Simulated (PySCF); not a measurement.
**In: excitation energy**

In [Kr] 4d10 5s2 5p1 (2P) → In [Kr] 4d10 5s1 5p1 6s1 (4P), as a difference of total energies. Computed with PySCF 2.14 in aug-cc-pwCVDZ-PP with ECP28MDF (6s5p4d1f, 48 functions), with a scalar-relativistic core potential. Correlated levels: valence and next inner shell: nothing frozen outside the core potential. The calculations carry no spin-orbit coupling.

```tsv
method	excitation energy (cm⁻¹)
UHF	53812
MP2 (valence and next inner shell)	64967
SCS-MP2 (valence and next inner shell)	65432
CCSD (valence and next inner shell)	64222
CCSD(T) (valence and next inner shell)	64773
```

The upper state lies above the first ionisation limit, but in LS coupling its spin forbids autoionisation to the ground ion; at this Z spin-orbit coupling breaks that rule. A Rydberg-like electron needs more diffuse functions than a valence basis has.

The promoted electron is Rydberg-like, and one or two diffuse shells describe it only roughly, which tends to raise the upper state.
